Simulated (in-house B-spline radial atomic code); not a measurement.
Sn VI (Sn5+): [Ar] 3d9 4s2 4p6 4d10 (an excited or competing configuration)

Level of theory: Dirac-Hartree-Fock, average of configuration, Fermi nucleus of rms radius 4.6519 fm; calculated with an all-electron radial atomic-structure program (B-spline basis).

Z_r = [3n² - l(l+1)]/(2<r>); Z_e = n√(-2ε); the last column is Slater's effective charge. Values are occupation-weighted means over j. An effective charge above Z reflects the relativistic contraction of the inner shells.

| shell | electrons | ε (eV) | <r> (bohr) | Z_r | Z_e | Slater |
| --- | --- | --- | --- | --- | --- | --- |
| 1s | 2 | -29471 | 0.02905 | 51.64 | 46.54 | 49.70 |
| 2s | 2 | -4627.3 | 0.1249 | 48.05 | 36.88 | 45.85 |
| 2p | 6 | -4161.9 | 0.1094 | 45.71 | 34.98 | 45.85 |
| 3s | 2 | -1000.2 | 0.3352 | 40.27 | 25.72 | 38.75 |
| 3p | 6 | -843.09 | 0.3333 | 37.50 | 23.62 | 38.75 |
| 3d | 9 | -604.84 | 0.3128 | 33.57 | 20.00 | 29.20 |
| 4s | 2 | -228.2 | 0.8056 | 29.79 | 16.38 | 23.10 |
| 4p | 6 | -177.48 | 0.862 | 26.68 | 14.45 | 23.10 |
| 4d | 10 | -100.16 | 1.003 | 20.94 | 10.85 | 11.85 |

The least bound orbital is 4d5/2 at -99.63 eV, and it is also the most diffuse (<r> = 1.007 bohr). The part-filled 3d shell lies below the filled 4d shell in orbital energy.

Spin-orbit splittings of the orbital energies (j = l + 1/2 above j = l - 1/2 when positive): 2p 231.8 eV, 3p 44.26 eV, 3d 9.054 eV, 4p 8.429 eV, 4d 1.301 eV.

For the 1s electron the small component carries 3.37 % of the norm, the zero-frequency Breit interaction raises the level by 67.81 eV, self-energy by 38.35 eV, and vacuum polarisation lowers it by 5.048 eV.

The density falls to 0.001 bohr⁻³ at 2.585 bohr; Σ<r²> = 20.481 bohr² gives, by the non-relativistic formula and without the paramagnetism of open shells, a Langevin diamagnetic susceptibility of -16.22×10⁻⁶ cm³/mol.
